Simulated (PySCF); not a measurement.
## Ionisation energy of As²⁺ by level of theory

As²⁺ [Ar] 3d10 4s2 4p1 (2P) → As³⁺ [Ar] 3d10 4s2 (1S), as a difference of total energies. Computed with PySCF 2.14 in aug-cc-pwCVDZ-PP with ECP10MDF (6s5p4d1f, 48 functions), with scalar relativity through the core potential. Correlated levels: valence: 3s2 3p6 3d10 frozen. The calculations carry no spin-orbit coupling.

```csv
method,ionisation energy (eV),difference from reference (eV)
UHF,27.462,-0.887
MP2 (valence),27.655,-0.694
SCS-MP2 (valence),27.638,-0.711
CCSD (valence),27.747,-0.602
CCSD(T) (valence),27.761,-0.588
CCSDT (valence),27.766,-0.583
```

Reference: 28.349 ± 0.012 eV (measured; NIST Atomic Spectra Database, ionization energies).

The reference lies between the lowest fine-structure levels, while these numbers refer to the centres of the terms.

Errors of the correlated levels include the incompleteness of this basis and the frozen core.
